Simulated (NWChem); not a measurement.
System: C$_{2}$H$_{7}$BO; SMILES C(BO)C

NWChem input:

```
start job
memory heap 200 mb stack 900 mb global 1100 mb
geometry units angstroms noautosym nocenter noautoz
  B     -0.644995     0.891477     0.000000
  H     -1.648435     1.572980     0.000000
  C     -0.719168    -0.683090     0.000000
  C      0.607175    -1.434662     0.000000
  H     -1.338165    -0.975316    -0.869399
  H     -1.338165    -0.975316     0.869399
  H      1.214645    -1.194846     0.889589
  H      1.214645    -1.194846    -0.889589
  H      0.471237    -2.527075     0.000000
  O      0.519360     1.577632     0.000000
  H      1.290969     0.998421     0.000000
end
basis spherical
  * library 6-311g**
end
dft
  xc b3lyp
  iterations 150
end
tddft
  cis
  ecut -5.9
  nroots 6
  notriplet
end
task tddft energy
```

Coordinates come from a PBE0/def2-SVP optimisation. B3LYP is NWChem's, with the RPA form of VWN correlation.

Core excitations by TDA in a window of 1s orbitals, non-relativistic and unshifted: absolute energies depend strongly on the exact-exchange share.

Task: What results follow from this input? (B3LYP/6-311G** (spherical d), restricted-window TDA.) Quantities: first 1s excitation (eV); dipole oscillator strength of the first; first state with f > 0.002 (eV); dipole oscillator strength of that state.

Result: 
* **first 1s excitation (eV)**: 181.5
* **dipole oscillator strength of the first**: 0.0623
* **first state with f > 0.002 (eV)**: 181.5
* **dipole oscillator strength of that state**: 0.0623
